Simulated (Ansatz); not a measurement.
Relaxation of C4H13BSi (19 atoms, charge 0, multiplicity 1), to a largest force component of 0.015 eV/Å in at most 40 steps.

Theory: RKS r2SCAN/6-31G* in Ansatz.

```xyz
19
Properties=species:S:1:pos:R:3:forces:R:3
C 0.053 -1.501 0.319 -1.34 2.13 0.78
C 0.356 -0.128 -0.385 -0.43 -0.12 0.64
C 1.833 0.148 -0.231 1.71 0.56 1.77
C 0.093 -0.214 -1.885 1.05 -2.84 -1.04
B -0.460 1.111 0.232 0.80 -0.31 -0.68
Si -1.748 0.980 1.708 -0.03 -0.28 0.00
H 0.606 -2.292 -0.139 0.55 -0.81 -0.21
H -1.039 -1.668 0.187 0.47 -0.37 0.19
H 0.253 -1.401 1.433 -0.06 -0.38 -1.20
H 2.161 1.093 -0.702 -0.13 -0.24 -0.05
H 2.452 -0.680 -0.638 -0.30 0.23 -0.02
H 2.153 0.238 0.876 -0.50 -0.13 -1.36
H -0.937 -0.527 -2.152 0.21 0.57 0.07
H 0.754 -1.140 -2.290 -1.19 1.87 0.68
H 0.451 0.664 -2.428 -0.32 0.14 -0.08
H -0.273 2.232 -0.175 0.23 -0.19 -0.29
H -1.063 0.448 2.897 0.09 -0.22 0.43
H -2.850 0.083 1.322 -0.37 -0.30 0.04
H -2.292 2.284 2.028 -0.44 0.71 0.32
```

Where does it end, and by what steps?

It converged. The force dipped under the threshold on the way, but the program's further checks kept it going. After 27 steps the energy has fallen by 0.520 eV; H19 moved furthest, 0.76 Å.

| step | energy less start (eV) | largest force component (eV/Å) | accepted |
| --- | --- | --- | --- |
| 0 | 0.0000 | 2.845 | yes |
| 1 | -0.4316 | 0.847 | yes |
| 2 | -0.4857 | 0.294 | yes |
| 3 | -0.4868 | 0.385 | yes |
| 4 | -0.4929 | 0.037 | yes |
| 5 | -0.4932 | 0.011 | yes |
| 6 | -0.4934 | 0.027 | yes |
| 7 | -0.4939 | 0.065 | yes |
| 8 | -0.4941 | 0.133 | yes |
| 9 | -0.4966 | 0.095 | yes |
| 10 | -0.5079 | 0.081 | yes |
| 11 | -0.5087 | 0.173 | yes |
| 12 | -0.5142 | 0.067 | yes |
| 13 | -0.5148 | 0.104 | yes |
| 14 | -0.5160 | 0.084 | yes |
| 15 | -0.5170 | 0.024 | yes |
| 16 | -0.5175 | 0.023 | yes |
| 17 | -0.5180 | 0.030 | yes |
| 18 | -0.5183 | 0.033 | yes |
| 19 | -0.5187 | 0.050 | yes |
| 20 | -0.5189 | 0.040 | yes |
| 21 | -0.5190 | 0.065 | yes |
| 22 | -0.5193 | 0.043 | yes |
| 23 | -0.5193 | 0.065 | yes |
| 24 | -0.5195 | 0.019 | yes |
| 25 | -0.5195 | 0.015 | yes |
| 26 | -0.5196 | 0.006 | yes |
| 27 | -0.5197 | 0.010 | yes |

```xyz
19
Properties=species:S:1:pos:R:3
C -0.040 -1.575 0.156
C 0.245 -0.208 -0.481
C 1.643 0.291 0.000
C 0.269 -0.336 -2.012
B -0.616 0.994 0.038
Si -1.485 1.081 1.865
H 0.702 -2.319 -0.169
H -1.031 -1.947 -0.136
H -0.008 -1.528 1.251
H 1.910 1.268 -0.424
H 2.401 -0.432 -0.337
H 1.712 0.353 1.094
H -0.709 -0.655 -2.397
H 1.010 -1.085 -2.330
H 0.521 0.619 -2.490
H -0.715 1.953 -0.686
H -0.794 0.278 2.921
H -2.863 0.507 1.724
H -1.650 2.469 2.391
```

Whether the end is a true minimum wasn't checked by a vibrational analysis.

The run took 2.9 min on 2 threads of Arm Neoverse V2, with other jobs on the host, peak memory 0.2 GiB.
